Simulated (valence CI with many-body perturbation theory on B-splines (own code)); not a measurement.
# Pb⁴²⁺ in brief

Level of theory: relativistic CI+MBPT: four valence electrons over a frozen Dirac-Fock core [Kr], radial functions for each j: 9 s, 9 p, 10 d, 8 f, 5 g, 3 h, 1 i, with the one-electron correlation potential Σ1, the two-electron term Σ2, the three-electron term Σ3, Breit, model QED; selected CI, second order for the rest (own B-spline code, finite nucleus).

The last digits are not significant, and no measured levels were compared; by estimate large intervals hold to a few tenths of a per cent, small ones and those within an open d or f shell to about a per cent. Only levels of the ground parity were solved; by the run's estimate the other parity begins above the list, which can be wrong where configurations are misplaced.

Levels are named by their leading jj configuration (3d3/2^4 stands for four electrons in 3d with j = 3/2), which in mixed levels can hold well under half, so a name can repeat and another be missing.

Rates and lifetimes use the calculated energies. Strong lines usually hold to 10 to 20 %, long lifetimes can be off by a factor of two.

(1) What is the ground level?

(2) What is the ionisation energy?

(3) How well does LS coupling describe the low levels?

(4) Name the longest-lived excited levels whose lifetime is computed, and their main decay.

Results:

(1) (4d3/2^4) J=0, composition 60 % 4d4 3P + 26 % 4d4 5D + 14 % 4d4 1S.

(2) 2102.4 eV; NIST lists 2101 ± 4 eV (theoretical).

(3) Among the lowest 20 levels the leading LS term, summed over configurations, holds 48 % on average. For single configurations the figures are 48 % in LS and 97 % in jj coupling. Terms mix most in the J = 4 level at 33.19 eV, where the leading one holds 28 %.

(4) (4d3/2^2 4d5/2^2) J=6 at 64.78 eV lives 18.3 ms, mostly by E2 to (4d3/2^3 4d5/2) J=4; (4d3/2^3 4d5/2) J=3 at 35.60 eV lives 12.6 ms, mostly by M1 to (4d3/2^3 4d5/2) J=4. The lifetime of (4d3/2^3 4d5/2) J=4 is too uncertain to give, and may be longer.
